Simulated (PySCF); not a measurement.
# Computed records: CH4B2Cl

All values are calculated (PySCF 2.14.0). Calculation on a computer-drawn molecule: optimised geometry and harmonic frequencies of an isolated molecule of the commonest isotopes, restricted reference for singlets and unrestricted otherwise, frozen core in MP2.

```yaml
- formula: CH4B2Cl
  start_structure:
    atoms_angstrom:
      - [B, 0.5709, 0.5222, 0.6803]
      - [C, -0.4513, -0.7557, -0.0682]
      - [B, -1.6388, -0.2669, -0.5234]
      - [Cl, -2.9667, 0.7825, -1.0942]
      - [H, 0.7506, 0.1979, 1.7589]
      - [H, 1.6177, 0.4268, -0.0616]
      - [H, 0.0923, 1.5458, 0.493]
      - [H, -0.0538, -1.6776, 0.0794]
  given:
    charge: -1
    multiplicity: 1
    method: HF
    basis: "aug-cc-pV(D+d)Z"
    drawn_bonds_atom: [1, 2, 3, 1, 1, 1, 2]
    drawn_bonds_other_atom: [2, 3, 4, 5, 6, 7, 8]
    drawn_bonds_order: [1, 2, 1, 1, 1, 1, 1]
  results:
    "rotational_constants [GHz]": null
```

Question: CH4B2Cl: rotational constants?
Answer: 22.34, 2.549, 2.332 GHz

Further results for CH4B2Cl:

```
total energy                                  : -549.0519 hartree
convergence status largest gradient component : 3.86e-05 hartree/bohr
```

Optimised structure:
```xyz
8
CH4B2Cl
B      0.5813     0.4586     0.6064
C     -0.4447    -0.7289    -0.0264
B     -1.5771    -0.1485    -0.5073
Cl    -2.9870     0.6936    -1.0922
H      0.7801     0.2361     1.8141
H      1.6618     0.4463    -0.0098
H      0.0576     1.5858     0.4833
H     -0.1512    -1.7680    -0.0040
```

Modes:
```csv
frequency (cm⁻¹),reduced mass (dalton)
55.78,3.176
213.4,1.238
331.1,3.466
373.4,6.815
609,5.833
651.6,1.162
753.2,2.134
771.5,1.791
926.4,1.39
1088,1.336
1216,1.178
1227,1.064
1245,1.066
1719,8.089
2258,1.096
2278,1.107
2318,1.03
3349,1.096
```
